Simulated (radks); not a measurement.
Task: Calculated with a radial shooting solver on a logarithmic mesh with Libxc functionals: Dirac Kohn-Sham, LDA (Slater exchange, Perdew-Wang correlation), spin-unpolarised, spherical densities, finite nucleus; open shells fill j = l - 1/2 first; Fermi nuclear charge, rms radius of each element as measured or else 0.836 A^(1/3) + 0.57 fm. Each species is in its NIST ground configuration. Rank V2+, Co2+, Cu2+, Fe2+, Ni2+, Cr2+, Zn2+, Ti2+, Mn2+, Sc2+ by mean radius of the outermost orbital (bohr), largest first.

Result: Sc2+ 1.56, Ti2+ 1.43, V2+ 1.32, Cr2+ 1.22, Mn2+ 1.15, Fe2+ 1.08, Co2+ 1.02, Ni2+ 0.971, Cu2+ 0.925, Zn2+ 0.883.
